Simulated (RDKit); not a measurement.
RDKit input (UFF):

```python
from rdkit import Chem
from rdkit.Chem import AllChem, rdDetermineBonds

mol = Chem.MolFromXYZFile('mol.xyz')
rdDetermineBonds.DetermineBonds(mol, charge=-1)
print('SMILES', Chem.MolToSmiles(Chem.RemoveHs(mol)))
ff = AllChem.UFFGetMoleculeForceField(mol)
e0 = ff.CalcEnergy()
flag = ff.Minimize(maxIts=5000, forceTol=1e-5)
print(f'energy {e0:.4f} -> {ff.CalcEnergy():.4f} kcal/mol, converged: {flag == 0}')
print(Chem.MolToXYZBlock(mol))
```
mol.xyz:
```
3

Ge    -0.00000000    -0.00000000    -1.13240800
Ge     0.00000000     0.00000000     1.05062600
H      0.00000000     0.00000000     2.61704200
```

Output:

```
[00:20:23] UFFTYPER: Unrecognized atom type: Ge1 (0)
[00:20:23] UFFTYPER: Unrecognized atom type: Ge1 (1)
SMILES [Ge-]#[GeH]
energy 0.0000 -> 0.0000 kcal/mol, converged: True
3

Ge    -0.000000   -0.000000   -1.132408
Ge     0.000000    0.000000    1.050626
H      0.000000    0.000000    2.617042
```

The dipole moment of an ion depends on the origin.

The geometry given is a B3LYP-D3(BJ)/def2-TZVP minimum.
